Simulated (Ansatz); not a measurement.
Abridged output of a molecular run in Ansatz:

```
Functional definition: HF
836 factors; integrals over basis functions are off by at most 1.1e-3 eV
mean field evaluation 1: about -11062.6391 eV, gradient 3.5e1 eV
mean field evaluation 2: about -11062.6835 eV, gradient 3.5e1 eV
mean field evaluation 4: about -11065.6751 eV, gradient 3.0e0 eV
mean field evaluation 8: about -11065.7197 eV, gradient 1.9e-1 eV
mean field evaluation 16: about -11065.6611 eV, gradient 8.3e-1 eV
mean field -11065.71995449 eV, -406.6577077130 hartree, gradient 7.9e-6 eV, S^2 0.000000; 0 other end points of the search recorded, 0 dependent functions left out
8 core orbitals not correlated: weight in the atoms' cores, before any rotation towards them, 1.000 or more for the frozen orbitals, at most 0.000 for the correlated occupied ones
reference -11065.71995449 eV, -406.6577077130 hartree; 11, 11 occupied and 66, 66 virtual orbitals, 836 factors
second order -12.85744786 eV of doubles, -0.00000000 eV of singles
cycle   1  -13.59611899 eV  change   -7.4e-1 eV  update   8.9e-2
cycle   2  -13.95263810 eV  change   -3.6e-1 eV  update   2.7e-2
cycle   3  -14.05080296 eV  change   -9.8e-2 eV  update   1.6e-2
cycle   4  -14.04962577 eV  change    1.2e-3 eV  update   3.8e-3
cycle   5  -14.04754440 eV  change    2.1e-3 eV  update   1.6e-3
cycle   6  -14.04749391 eV  change    5.0e-5 eV  update   4.8e-4
cycle   7  -14.04741189 eV  change    8.2e-5 eV  update   1.8e-4
cycle   8  -14.04735730 eV  change    5.5e-5 eV  update   6.4e-5
cycle   9  -14.04736107 eV  change   -3.8e-6 eV  update   2.4e-5
perturbative correction -0.29699381 eV, -0.0109143213 hartree
Total energy: -11080.06430937 eV, -407.1848530320 hartree
```

Its atoms:

Cartesian coordinates in Å:
```
C 1.3104 0.6285 0.0014
B 0.2011 -0.3226 0.5313
Al -1.7933 -0.4523 -0.2109
F -2.0598 -1.4095 -1.5409
H 1.8341 -0.0208 -0.7260
H 0.9941 1.5115 -0.5557
H 2.0701 0.9020 0.7381
H 0.5357 -1.0937 1.3947
H -3.0925 0.2569 0.3681
```

Question: Which basis set was used?
A. def2-SVPD
B. cc-pV(Q+d)Z
C. def2-SVP
D. cc-pV(T+d)Z

Answer: C. It gives 85 functions.

Question: Write the keys of the input that set method, charge and spin (a neutral closed shell needs none for the last two).

Answer: 
```yaml
correlation: {method: ccsd_t}
```
